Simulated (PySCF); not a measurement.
Species: C₉H₉NSi.
Geometry (PBE0-D3(BJ)/def2-SVP, Å), atoms numbered from 1 in this order:
```xyz
20
C9H9NSi angstrom
C      2.8218   -1.3733   -0.0436
C      1.4742   -1.3585   -0.0180
C      0.8030   -0.0286   -0.0157
C     -0.6767    0.0175    0.0135
C     -1.3824    1.2276    0.1168
C     -2.7700    1.2022    0.1342
C     -3.4233   -0.0265    0.0504
C     -2.6408   -1.1755   -0.0445
N     -1.3137   -1.1572   -0.0612
C      1.6301    1.0477   -0.0466
Si     3.3875    0.4072   -0.0753
H      3.3917   -2.3044   -0.0445
H      0.8392   -2.2479    0.0000
H     -0.8470    2.1750    0.1870
H     -3.3379    2.1323    0.2144
H     -4.5128   -0.0952    0.0613
H     -3.1143   -2.1622   -0.1091
H      1.2662    2.0763   -0.0585
H      4.1955    0.8252    1.1131
H      4.1469    0.7955   -1.3048
```

All values: PBE0/pcSseg-1 (PySCF, non-relativistic), on one gas-phase PBE0-D3(BJ)/def2-SVP geometry that isn't relaxed in the solvent. The solvent is an IEF-PCM continuum (van der Waals radii × 1.2). Specific hydrogen bonds and non-electrostatic terms are outside this model.

```json
{"run": "gas", "E − E(gas) (kJ/mol)": "0.00", "HOMO (eV)": "-6.57", "HOMO–LUMO gap (eV)": "4.60", "dipole (D)": "2.33"}
{"run": "P", "E − E(gas) (kJ/mol)": "-19.51", "HOMO (eV)": "-6.64", "HOMO–LUMO gap (eV)": "4.61", "dipole (D)": "3.19"}
{"run": "Q", "E − E(gas) (kJ/mol)": "-20.33", "HOMO (eV)": "-6.65", "HOMO–LUMO gap (eV)": "4.61", "dipole (D)": "3.23"}
```

**Question.** The runs were made in acetone and acetonitrile. Which run belongs to which solvent?

**Answer.** P = acetone, Q = acetonitrile. The dielectric constants are 20.49 (acetone), 35.69 (acetonitrile), and the energy falls further as ε rises. In this model the ground state sees the solvent through ε alone.

**Question.** How constant is the ratio of the lowering to (ε − 1)/(2ε + 1)?

**Answer.** 
```json
{"solvent": "acetone", "(ε − 1)/(2ε + 1)": "0.464", "E − E(gas) (kJ/mol)": "-19.51", "ratio (kJ/mol)": "-42.0", "polarisation term (kJ/mol)": "-23.37"}
{"solvent": "acetonitrile", "(ε − 1)/(2ε + 1)": "0.479", "E − E(gas) (kJ/mol)": "-20.33", "ratio (kJ/mol)": "-42.4", "polarisation term (kJ/mol)": "-24.54"}
```

The ratio changes by +0.9 % in size from acetone to acetonitrile. The polarisation term is half the interaction of the solute with the induced surface charges.
